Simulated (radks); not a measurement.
Question: Coherent X-ray form factor from a spherical all-electron density. Method: non-relativistic Kohn-Sham, LDA (Slater exchange, VWN5 correlation), spin-polarised, spherical densities, point nucleus; computed with a radial shooting solver on a logarithmic mesh with Libxc functionals.

sin(theta)/lambda (1/angstrom),f0 (electrons)
0.05,36.850
0.1,34.496
0.15,32.139
0.2,29.921
0.25,27.790
0.3,25.802
0.4,22.444
0.5,19.809
0.6,17.589
0.8,13.757
1,10.701
1.25,8.143
1.5,6.685
2,5.227

The species is in the configuration that NIST lists as its ground one. Which atom or ion scatters so?

Answer: Neutral strontium, [Kr] 5s2. Extrapolating in s^2 from the first two rows gives f0(0) = 37.6, near the electron count 38; among species with that count, the fall with angle is slower the higher Z, and the table is that of Z = 38; from so few rows the species is fixed only to a neighbour or two.
